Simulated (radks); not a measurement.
Values are calculated unless marked as measured or tabulated.
Question: Species: Rb8+. Configuration: [Ar] 3d10 4s1 (the NIST ground configuration). Code: a radial shooting solver on a logarithmic mesh with Libxc functionals. Model: non-relativistic Kohn-Sham, PBE, spin-polarised, spherical densities, point nucleus; open shells are filled with parallel spins first (spin-orbit coupling, left out, can overturn this in heavy ions); relativity is left out, which matters for an element this heavy. Some entries of the table are withheld. Estimate them.

| orbital | occ. | eigenvalue (hartree) | <r^2> (bohr^2) |
|---|---|---|---|
| 1s up | 1 | -546.8428 | 0.002282 |
| 1s down | 1 | -546.8362 | 0.002282 |
| 2s up | 1 | -76.30458 | 0.03905 |
| 2s down | 1 | -76.30015 | 0.03905 |
| 2p up | 3 | -69.75068 | 0.03003 |
| 2p down | 3 | -69.74596 | 0.03003 |
| 3s up | 1 | -15.35243 | 0.3093 |
| 3s down | 1 | -15.34029 | 0.3087 |
| 3p up | 3 | -12.97999 | 0.3151 |
| 3p down | 3 | -12.96695 | 0.3143 |
| 3d up | 5 | -8.69972 | (1) |
| 3d down | 5 | -8.68515 | (2) |
| 4s up | 1 | (3) | 1.799 |
| 4s down | 0 | (4) | 1.782 |

Answer: 
(1) 3d up <r^2> (bohr^2): 0.3202
(2) 3d down <r^2> (bohr^2): 0.3182
(3) 4s up eigenvalue (hartree): -5.20347
(4) 4s down eigenvalue (hartree): -5.11531
